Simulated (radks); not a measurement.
Neutral vanadium inside a hard spherical wall (all orbitals vanish at R), configuration held at [Ar] 3d3 4s2 and not refilled when levels cross. Calculated with a radial shooting solver on a logarithmic mesh with Libxc functionals: scalar-relativistic Kohn-Sham, PBEsol, spin-polarised, spherical densities, point nucleus; open shells are filled with parallel spins first. Eigenvalues in eV for spin up, with the zero of energy where the potential of the charges vanishes at infinity; a dash marks a level that is unbound or too diffuse for the functional's potential to be trusted. A positive occupied level is held by the wall or, in an anion where self-interaction has pushed it up, behind a barrier. The pressure on the wall is -dE/dV.

| R (bohr) | E (hartree) | kinetic (hartree) | e(3s) | e(3p) | e(3d) | e(4s) | e(4p, empty) | e(5s, empty) | pressure (GPa) |
|---|---|---|---|---|---|---|---|---|---|
| free | -948.05197 | 956.719 | -70.953 | -44.868 | -6.039 | -5.006 | -1.553 | - | 0 |
| 12 | -948.05189 | 956.720 | -70.944 | -44.859 | -6.030 | -4.999 | -1.524 | 0.871 | 0.00139 |
| 10 | -948.05127 | 956.726 | -70.896 | -44.810 | -5.983 | -4.961 | -1.426 | 1.868 | 0.0179 |
| 8 | -948.04588 | 956.764 | -70.635 | -44.550 | -5.735 | -4.744 | -1.005 | 4.464 | 0.239 |
| 5 | -947.89755 | 957.419 | -67.755 | -41.703 | -3.058 | -1.566 | 3.722 | 22.840 | 16.2 |
| 4 | -947.55963 | 958.607 | -64.197 | -38.229 | 0.340 | 3.937 | 10.954 | 45.961 | 87.6 |
| 3.5 | -947.12767 | 960.015 | -61.002 | -35.126 | 3.568 | 10.223 | 18.743 | 68.667 | 231 |
| 3 | -946.20910 | 962.934 | -55.919 | -30.146 | 9.064 | 22.484 | 33.198 | 107.78 | 701 |
| 2.5 | -944.00589 | 969.856 | -46.910 | -21.046 | 19.569 | 48.906 | 62.581 | 181.18 | 2580 |
| 2 | -937.76730 | 988.596 | -27.863 | -0.935 | 42.687 | 113.30 | 129.84 | 336.36 | 12300 |
| 1.5 | -915.96593 | 1046.529 | 25.169 | 55.432 | 102.01 | 296.94 | 310.57 | 726.01 | 84500 |
